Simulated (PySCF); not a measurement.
**Nuclear quadrupole coupling in `O=C([O-])c1ccc(F)o1`**

C5H2FO3 (charge -1).
Cartesian coordinates in Å at the GFN2-xTB level; atoms count from 1:
```
atom  x, y, z in Å
O1     2.6898    0.9157    0.1365
C2     2.1633   -0.1942    0.0063
O3     2.6587   -1.3143   -0.1100
C4     0.5971   -0.1260   -0.0088
C5    -0.2114    0.9712    0.1041
C6    -1.5538    0.5165    0.0338
C7    -1.4364   -0.8261   -0.1163
F8    -2.3938   -1.7682   -0.2350
O9    -0.1739   -1.2396   -0.1456
H10    0.1250    1.9800    0.2238
H11   -2.4590    1.0877    0.0853
```

Field gradients from the B3LYP/pcJ-1 density (PySCF, non-relativistic), principal values in atomic units, ordered |Vxx| ≤ |Vyy| ≤ |Vzz|:

```tsv
atom	Vxx	Vyy	Vzz
O1	0.3608	0.9432	-1.3040
O3	0.5031	0.9130	-1.4161
O9	-0.6780	-0.7594	1.4374
```

**Question.** Find the asymmetry η = (Vxx − Vyy)/Vzz and the couplings χ = eQV/h (234.96 MHz × Q in barn × V in au), with Q(17O) = −0.0256 b.

**Answer.** 
```json
{"atom": "O1", "environment": "carboxylate oxygen", "nucleus": "17O", "η": "0.45", "χzz (MHz)": "7.84", "χxx (MHz)": "-2.17", "χyy (MHz)": "-5.67"}
{"atom": "O3", "environment": "carboxylate oxygen", "nucleus": "17O", "η": "0.29", "χzz (MHz)": "8.52", "χxx (MHz)": "-3.03", "χyy (MHz)": "-5.49"}
{"atom": "O9", "environment": "furan-type oxygen", "nucleus": "17O", "η": "0.06", "χzz (MHz)": "-8.65", "χxx (MHz)": "4.08", "χyy (MHz)": "4.57"}
```

The tensor is traceless: Vxx + Vyy + Vzz = 0.

**Question.** What is Vzz at O1 in SI units (1 au = 9.71736 × 10²¹ V/m²)?

**Answer.** -1.3040 au = -12.672 × 10²¹ V/m².

Isolated species at its GFN2-xTB geometry, gas phase. The pcJ-1 basis has no diffuse functions, a weakness for an anion. GFN2-xTB bond lengths can be off by several hundredths of an ångström, more for odd bonds, and the gradients follow them. A larger basis could move these couplings by a tenth or more.

These values come from a run that also computed spin–spin couplings. The run took 1.9 min wall, 79 s CPU on one thread of an Intel Xeon at 2.50 GHz, no GPU, shared host with 64 logical CPUs at a one-minute load of 49, and the process peaked at 0.98 GiB of memory.
